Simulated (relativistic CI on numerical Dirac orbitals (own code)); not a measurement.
## Radial parameters of Ge6+

Method of calculation: Dirac-Coulomb-Breit CI, KLI orbitals optimised for each configuration, model QED (radiative potential, 1s self-energy scaled to tabulated hydrogen-like ionisation energies), unscaled Slater integrals (own radial code, finite nucleus).

Slater integrals F^k, G^k are unscaled and averaged over j, outside the closed core [Ne]; ζ comes from projecting the Hamiltonian with its Breit term on Σ l·s of the shell.

- 3s2 3p6 3d8: F^2(3d,3d) = 148050, F^4(3d,3d) = 93332, ζ(3d) = 1927.2 cm⁻¹; <r>(3d) = 0.6525, <r^2>(3d) = 0.5194 (bohr units).
- 3s2 3p6 3d7 4s: F^2(3d,3d) = 153110, F^4(3d,3d) = 96734, ζ(3d) = 2045.5, G^2(3d,4s) = 15773 cm⁻¹; <r>(3d) = 0.6344, <r^2>(3d) = 0.4892, <r>(4s) = 1.532, <r^2>(4s) = 2.637 (bohr units).
- 3s2 3p5 3d9: ζ(3p) = 23788, F^2(3p,3d) = 149750, G^1(3p,3d) = 181510, G^3(3p,3d) = 112650, ζ(3d) = 1888.9 cm⁻¹; <r>(3p) = 0.6274, <r^2>(3p) = 0.4595, <r>(3d) = 0.6532, <r^2>(3d) = 0.5207 (bohr units).

Q: Give the Racah parameters of the d shell in 3s2 3p6 3d8.

A: B = F²/49 − 5F⁴/441 = 1963 cm⁻¹ and C = 35F⁴/441 = 7407 cm⁻¹.

Averages of the first 10 configurations, taken without configuration mixing, which lowers the lowest level and can move excited configurations by several eV; other configurations of the list can lie among them:

```csv
Configuration,Parity,States,Average energy above the lowest level (eV)
3s2 3p6 3d8,even,45,2.7
3s2 3p6 3d7 4s,even,240,53.8
3s2 3p5 3d9,odd,60,100.0
3s2 3p6 3d7 4p,odd,720,68.1
3s2 3p6 3d7 4d,even,1200,89.3
3s2 3p4 3d10,even,15,199.2
3s 3p6 3d9,even,20,159.8
3s2 3p6 3d7 5s,even,240,99.4
3s2 3p6 3d7 5p,odd,720,105.1
3s2 3p6 3d7 4f,odd,1680,106.2
```
